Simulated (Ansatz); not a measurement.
```yaml
crystal:
  periodic: [false, false, false]
  atoms:
    - {symbol: B, position_ang: [-1.824203, 2.357258, -0.145000]}
    - {symbol: Al, position_ang: [0.080813, 1.582881, -0.589215]}
    - {symbol: Al, position_ang: [0.524955, -0.979309, -0.680762]}
    - {symbol: C, position_ang: [1.048534, -2.059520, 0.870242]}
    - {symbol: H, position_ang: [-2.658876, 2.555598, -0.986010]}
    - {symbol: H, position_ang: [-2.191782, 2.568496, 0.979378]}
    - {symbol: H, position_ang: [1.286898, 2.597756, -0.875406]}
    - {symbol: H, position_ang: [0.347705, -1.766442, -2.063484]}
    - {symbol: H, position_ang: [1.204756, -1.487620, 1.786870]}
    - {symbol: H, position_ang: [1.968772, -2.612971, 0.652764]}
    - {symbol: H, position_ang: [-1.524203, 2.357258, -0.095000]}
basis:
  gaussian: {orbitals: def2-mTZVPP}
hamiltonian: {xc: {name: SPW92}}
```

```sh
$ ansatz run in.yaml --threads 2 --pin off --events-out ev --progress --plain --max-ram 4352MiB
```

Output, abridged:

```
Functional definition: SPW92
1226 factors; their error is unknown
mean field evaluation 1: about -14804.5874 eV, gradient 1.3e2 eV
mean field evaluation 2: about -14467.8263 eV, gradient 2.3e2 eV
mean field evaluation 4: about -14841.4908 eV, gradient 6.0e1 eV
mean field evaluation 8: about -14855.2271 eV, gradient 2.7e1 eV
mean field evaluation 16: about -14859.0416 eV, gradient 1.5e-1 eV
mean field evaluation 32: about -14857.9060 eV, gradient 8.0e-1 eV
mean field -14859.01300705 eV, -546.0586562084 hartree, gradient 4.7e-6 eV, S^2 0.000000; 1 other end points of the search recorded, 0 dependent functions left out
reference -14859.01306279 eV, -546.0586582568 hartree; 22, 22 occupied and 95, 95 virtual orbitals, 1226 factors
Total energy: -14859.01306279 eV, -546.0586582568 hartree
```

In this input one atom was put on top of another. The run converged. The result belongs to that input, not to the molecule as meant.
